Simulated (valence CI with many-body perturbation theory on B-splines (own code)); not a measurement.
Values are calculated unless marked as measured or tabulated.
## Level structure of Re⁶²⁺

Level of theory: relativistic CI+MBPT: three valence electrons over a frozen Dirac-Fock core [Ne], radial functions for each j: 11 s, 11 p, 9 d, 7 f, 5 g, 2 h, 1 i, with the one-electron correlation potential Σ1 (screened to all orders), the two-electron term Σ2, the three-electron term Σ3, Breit, model QED; selected single and double excitations, second order for the rest (own B-spline code, finite nucleus).

The last digits are not significant, and no measured levels were compared; by estimate large intervals hold to a few tenths of a per cent, small ones and those within an open d or f shell to about a per cent.

Levels 46 to 67 of 67, with energies above the lowest level, (3s^2 3p1/2) J=1/2. "Leading %" is the weight of the configuration and term that name the level; weights of strongly mixed levels are sums over their largest components and can fall short. In the jj column 3d3/2^4 stands for four electrons in 3d with j = 3/2.

```
No.  Configuration  Term    J  E (eV)  Leading %      g  Second component                Leading jj
 46         3p2.3d    2D  3/2  1352.0         34  1.081    23 % 3p2.3d 2P  3p1/2 3p3/2 3d3/2 (82 %)
 47         3p2.3d    2D  5/2  1353.1         30  1.132    22 % 3p2.3d 4F  3p1/2 3p3/2 3d3/2 (85 %)
 48         3p2.3d    4P  1/2  1356.8         32  1.684    30 % 3p2.3d 2P  3p1/2 3p3/2 3d3/2 (86 %)
 49         3s.3d2    4F  3/2  1380.9         71  0.566    14 % 3s.3d2 2D         3s 3d3/2^2 (82 %)
 50         3s.3d2    4F  5/2  1394.8         45  1.064    21 % 3s.3d2 2D         3s 3d3/2^2 (77 %)
 51         3p2.3d    4D  7/2  1407.6         48  1.295    33 % 3p2.3d 4F  3p1/2 3p3/2 3d5/2 (98 %)
 52         3s.3d2    4P  1/2  1414.6         58  2.249    24 % 3s.3d2 2S         3s 3d3/2^2 (83 %)
 53         3p2.3d    2G  9/2  1415.6         59  1.172    33 % 3p2.3d 4F  3p1/2 3p3/2 3d5/2 (91 %)
 54         3p2.3d    2P  3/2  1419.4         50  1.330    21 % 3p2.3d 4P  3p1/2 3p3/2 3d5/2 (94 %)
 55         3p2.3d    2D  5/2  1423.8         43  1.119    21 % 3p2.3d 4D  3p1/2 3p3/2 3d5/2 (90 %)
 56         3p2.3d    2F  7/2  1436.1         49  1.124    18 % 3p2.3d 4F  3p1/2 3p3/2 3d5/2 (78 %)
 57         3p2.3d    4P  5/2  1438.3         41  1.252    24 % 3p2.3d 2F  3p1/2 3p3/2 3d5/2 (92 %)
 58         3p2.3d    2P  1/2  1449.0         44  1.223    36 % 3p2.3d 2S  3p1/2 3p3/2 3d5/2 (85 %)
 59         3p2.3d    2D  3/2  1452.7         59  0.937    13 % 3p2.3d 4D  3p1/2 3p3/2 3d5/2 (92 %)
 60         3s.3d2    4F  7/2  1466.0         80  1.194     9 % 3p2.3d 2F     3s 3d3/2 3d5/2 (82 %)
 61         3s.3d2    4F  5/2  1468.0         45  1.181    26 % 3s.3d2 4P     3s 3d3/2 3d5/2 (95 %)
 62         3s.3d2    4P  3/2  1474.1         84  1.552     9 % 3s.3d2 2D     3s 3d3/2 3d5/2 (99 %)
 63         3s.3d2    2G  9/2  1482.6         56  1.187    36 % 3s.3d2 4F     3s 3d3/2 3d5/2 (88 %)
 64         3s.3d2    2F  5/2  1490.4         50  1.117    30 % 3s.3d2 4P     3s 3d3/2 3d5/2 (84 %)
 65         3s.3d2    2G  7/2  1490.7         73  0.949    21 % 3s.3d2 2F     3s 3d3/2 3d5/2 (94 %)
 66         3s.3d2    2D  3/2  1495.7         34  1.066    34 % 3s.3d2 2P     3s 3d3/2 3d5/2 (84 %)
 67         3s.3d2    2P  1/2  1505.7         57  1.202    23 % 3s.3d2 4P     3s 3d3/2 3d5/2 (80 %)
```
